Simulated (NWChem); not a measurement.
System: C₂H₅ClF₂Si; SMILES F[SiH2][C@@H](F)CCl

Input file for NWChem:

```
start job
memory heap 200 mb stack 900 mb global 1100 mb
geometry units angstroms noautosym nocenter noautoz
  F      0.466273    -2.663671    -0.108972
  Si     0.741000    -1.120106     0.319535
  C     -0.707767    -0.099377    -0.399342
  F     -1.879337    -0.818416    -0.227686
  C     -0.895327     1.240520     0.285001
  Cl     0.635920     2.155339     0.224541
  H      0.706709    -1.033976     1.805452
  H      2.054963    -0.724542    -0.246644
  H     -0.555275     0.059990    -1.482547
  H     -1.677299     1.841173    -0.200364
  H     -1.162162     1.098300     1.341901
end
basis spherical
  * library def2-svp
end
dft
  xc pbe0
  iterations 150
end
cosmo
  do_cosmo_smd true
  solvent toluene
end
task dft energy
```

Excerpt of the output:

```
             Northwest Computational Chemistry Package (NWChem) 7.3.0
             --------------------------------------------------------

                             Geometry "geometry" -> ""
                             -------------------------

 Output coordinates in angstroms (scale by  1.889725989 to convert to a.u.)

  No.       Tag          Charge          X              Y              Z
 ---- ---------------- ---------- -------------- -------------- --------------
    1 F                    9.0000     0.46627300    -2.66367100    -0.10897200
    2 Si                  14.0000     0.74100000    -1.12010600     0.31953500
    3 C                    6.0000    -0.70776700    -0.09937700    -0.39934200
    4 F                    9.0000    -1.87933700    -0.81841600    -0.22768600
    5 C                    6.0000    -0.89532700     1.24052000     0.28500100
    6 Cl                  17.0000     0.63592000     2.15533900     0.22454100
    7 H                    1.0000     0.70670900    -1.03397600     1.80545200
    8 H                    1.0000     2.05496300    -0.72454200    -0.24664400
    9 H                    1.0000    -0.55527500     0.05999000    -1.48254700
   10 H                    1.0000    -1.67729900     1.84117300    -0.20036400
   11 H                    1.0000    -1.16216200     1.09830000     1.34190100

 Effective nuclear repulsion energy (a.u.)     375.3664738783

                                 NWChem DFT Module
                                 -----------------

 Summary of "ao basis" -> "ao basis" (spherical)
 ------------------------------------------------------------------------------
       Tag                 Description            Shells   Functions and Types
 ---------------- ------------------------------  ------  ---------------------
 F                          def2-svp                 6       14   3s2p1d
 Si                         def2-svp                 8       18   4s3p1d
 C                          def2-svp                 6       14   3s2p1d
 Cl                         def2-svp                 8       18   4s3p1d
 H                          def2-svp                 3        5   2s1p

 in cosmo_initialize ...
 calling solv_data for solv:toluene

 solvent parameters
 solvname_short: toluene
 solvname_long:  toluene
 dielec:        2.3741
 dielecinf:     2.2383
 nonaqueous SMD model solvent descriptors
 dielec:        2.3741
 sola:          0.0000
 solb:          0.1400
 solc:          0.8570
 solg:         40.2000
 solh:          0.0000
 soln:          1.4961

          ---------------
          -cosmo- solvent
          ---------------
 Cosmo: York-Karplus, doi: 10.1021/jp992097l
 dielectric constant -eps-     =   2.37
 screen = (eps-1)/(eps    )    =   0.57879
 surface charge correction     = lagrangian

   van der Waals surface
 --------------------------

[...]

                                COSMO-SMD solvation results
                                ---------------------------

             internal energy in gas <Psi(g)|H|Psi(g)> =     -1027.631948255793
         internal energy in solvent <Psi(s)|H|Psi(s)> =     -1027.631623122904
                               delta internal energy  =         0.000325132889 (    0.20 kcal/mol)
   total free energy in solvent <Psi(s)|H+V/2|Psi(s)> =     -1027.636417257443
 polarization energy contribution <Psi(s)|V/2|Psi(s)> =        -0.004794134540 (   -3.01 kcal/mol)
    total free energy in solvent including G(SMD-CDS) =     -1027.638423611626
                       G(SMD-CDS) energy contribution =        -0.002006354183 (   -1.26 kcal/mol)
     1 M fixed-concentration free energy of solvation =        -0.006475355833 (   -4.06 kcal/mol)

                       DFT Final Molecular Orbital Analysis
                       ------------------------------------

 Vector   31  Occ=2.000000D+00  E=-3.306303D-01
              MO Center=  1.5D-01,  1.1D+00,  1.4D-01, r^2= 4.0D+00
   Bfn.  Coefficient  Atom+Function         Bfn.  Coefficient  Atom+Function
  ----- ------------  ---------------      ----- ------------  ---------------
    86      0.379923   6 Cl py               83      0.279070   6 Cl py
    87     -0.278948   6 Cl pz               85     -0.215555   6 Cl px
    84     -0.200335   6 Cl pz               35      0.197258   3 C  s
    52      0.191857   4 F  pz               38      0.179010   3 C  pz
    80      0.161567   6 Cl py               82     -0.159004   6 Cl px

 Vector   32  Occ=2.000000D+00  E=-3.220795D-01
              MO Center=  3.2D-01,  1.7D+00,  2.2D-01, r^2= 2.7D+00
   Bfn.  Coefficient  Atom+Function         Bfn.  Coefficient  Atom+Function
  ----- ------------  ---------------      ----- ------------  ---------------
    87      0.526820   6 Cl pz               84      0.380181   6 Cl pz
    86      0.253117   6 Cl py               81      0.220315   6 Cl pz
    83      0.173240   6 Cl py               66     -0.166890   5 C  pz
   113     -0.164655  11 H  s                37      0.128946   3 C  py
    51      0.108184   4 F  py               38      0.107642   3 C  pz

 Vector   33  Occ=2.000000D+00  E=-3.107941D-01
              MO Center= -2.3D-01,  2.2D-01, -1.1D-02, r^2= 4.0D+00
   Bfn.  Coefficient  Atom+Function         Bfn.  Coefficient  Atom+Function
  ----- ------------  ---------------      ----- ------------  ---------------
    86      0.228544   6 Cl py               37      0.216315   3 C  py
    22      0.198246   2 Si px              108     -0.194224  10 H  s
    36     -0.193089   3 C  px               51      0.177360   4 F  py
    65     -0.159645   5 C  py               87     -0.156845   6 Cl pz
    83      0.154232   6 Cl py               38     -0.149550   3 C  pz

 Vector   34  Occ=0.000000D+00  E= 1.485129D-02
              MO Center=  2.9D-01, -5.7D-01,  2.1D-01, r^2= 4.2D+00
   Bfn.  Coefficient  Atom+Function         Bfn.  Coefficient  Atom+Function
  ----- ------------  ---------------      ----- ------------  ---------------
    26      0.800657   2 Si py                3      0.374024   1 F  s
    99     -0.259718   8 H  s                86      0.254123   6 Cl py
    40      0.232976   3 C  py               49      0.229666   4 F  s
    67      0.222699   5 C  px               23      0.211645   2 Si py
    77     -0.200303   6 Cl s                68      0.193646   5 C  py

 Vector   35  Occ=0.000000D+00  E= 3.154144D-02
              MO Center= -5.4D-02,  9.0D-01,  2.5D-01, r^2= 4.7D+00
   Bfn.  Coefficient  Atom+Function         Bfn.  Coefficient  Atom+Function
  ----- ------------  ---------------      ----- ------------  ---------------
    63      1.174991   5 C  s                85      0.632396   6 Cl px
    26     -0.570558   2 Si py               78     -0.479405   6 Cl s
   109     -0.467910  10 H  s                35      0.459087   3 C  s
    18     -0.407908   2 Si s               114     -0.374089  11 H  s
    25      0.350452   2 Si px              104     -0.333677   9 H  s

 Vector   36  Occ=0.000000D+00  E= 6.667477D-02
              MO Center=  6.4D-01, -5.1D-01,  3.4D-01, r^2= 5.3D+00
   Bfn.  Coefficient  Atom+Function         Bfn.  Coefficient  Atom+Function
  ----- ------------  ---------------      ----- ------------  ---------------
    25      1.051978   2 Si px               35      1.031179   3 C  s
    99     -0.776880   8 H  s                94     -0.753980   7 H  s
    27      0.694030   2 Si pz              104     -0.583144   9 H  s
   114     -0.494583  11 H  s                67     -0.402939   5 C  px
    18      0.333740   2 Si s                63      0.282093   5 C  s

     Multipole analysis of the density
     ---------------------------------

     L   x y z        total         alpha         beta         nuclear
     -   - - -        -----         -----         ----         -------
     0   0 0 0     -0.000000    -33.000000    -33.000000     66.000000

     1   1 0 0     -0.065436      1.653450      1.653450     -3.372337
     1   0 1 0      0.773468      2.552077      2.552077     -4.330687
     1   0 0 1      0.034887     -5.455691     -5.455691     10.946270

     2   2 0 0    -36.785108   -135.015586   -135.015586    233.246064
     2   1 1 0     -3.050440     -4.178162     -4.178162      5.305883
     2   1 0 1     -0.195068    -17.363241    -17.363241     34.531415
     2   0 2 0    -41.820742   -345.715030   -345.715030    649.609318
     2   0 1 1     -0.718533    -16.774241    -16.774241     32.829949
     2   0 0 2    -34.608997    -38.130006    -38.130006     41.651014
```

Level: PBE0/def2-SVP, SMD on the gas-phase geometry. Structure relaxed at the PBE0/def2-SVP level. Solvent: toluene.
